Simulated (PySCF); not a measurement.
WO⁻: from constants to spectrum

ROHF-CCSD(T) constants of WO⁻, ⁴Π (quartet), unpaired electrons π ↑, δ ↑↑ (basis W def2-TZVPPD with ECP60, O def2-TZVPPD; scalar-relativistic core potentials; PySCF 2.14; masses 183.9509 and 15.9949 u):

- ωe: 900.9 cm⁻¹
- ωexe: 3.24 cm⁻¹
- Be: 0.38482 cm⁻¹
- αe: 0.00199 cm⁻¹
- D (centrifugal): 2.81e-07 cm⁻¹

Give the vibrational terms G(v) and spacings up to v = 6.

G(v) = ωe(v+½) − ωexe(v+½)².

```
v  G(v) (cm⁻¹)  G(v) − G(v−1)  Bv (cm⁻¹)
0        449.6                    0.3838
1       1344.1          894.4     0.3818
2       2232.0          887.9     0.3798
3       3113.5          881.5     0.3779
4       3988.4          875.0     0.3759
5       4856.9          868.5     0.3739
6       5719.0          862.0     0.3719
```

Correlated steps freeze 1 core orbital. De is left out where the level can put another filling of the metal’s s and d shells below the measured ground configuration, by anything from nothing to about 1 eV. These are scalar-relativistic numbers at best; spin–orbit coupling would shift them, the dissociation energy most. With d or f electrons several states lie close, and the lowest PBE0 determinant need not be the measured ground state.
